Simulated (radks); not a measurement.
Values are calculated unless marked as measured or tabulated.
How relativity changes the ionisation of the lutetium ion Lu+ ([Xe] 4f14 6s2) to Lu2+ ([Xe] 4f14 6s1). Spin-unpolarised spherical Kohn-Sham, PBEsol, point nucleus unless stated (finite: rms radius 5.37 fm), a radial shooting solver on a logarithmic mesh with Libxc functionals. A level marked "c x" has the speed of light scaled by that factor.

level                        E(Lu+) (hartree)  E(Lu2+) (hartree)  IE (eV)   HOMO  <r> HOMO (bohr)
non-rel.                          -13851.4969        -13851.0064   13.346     6s            3.485
scalar-rel.                       -14558.6885        -14558.1633   14.292     6s            3.254
scalar-rel., finite nucleus       -14556.8170        -14556.2919   14.290     6s            3.255
Dirac                             -14576.4184        -14575.8933   14.290  6s1/2            3.256
Dirac, finite nucleus             -14574.5316        -14574.0065   14.288  6s1/2            3.257
Dirac, c x 0.75                   -15331.5718        -15331.0043   15.443  6s1/2            3.026
Dirac, c x 1.5                    -14148.4180        -14147.9140   13.716  6s1/2            3.391
Dirac, c x 5                      -13876.8387        -13876.3471   13.377  6s1/2            3.477

NIST Atomic Spectra Database: 14.13 eV (semi-empirical). The relativistic part of the total energy of Lu+ is -723 hartree (Dirac, finite nucleus), 5.2 % of the non-relativistic value. Spin polarisation and multiplet splitting of open shells are left out at every level.

Beside tabulated values, note that relativity, absent from the non-relativistic runs, is large for the heavy elements, and spin-unpolarised runs miss the spin-polarisation part of the exchange energy of open shells.
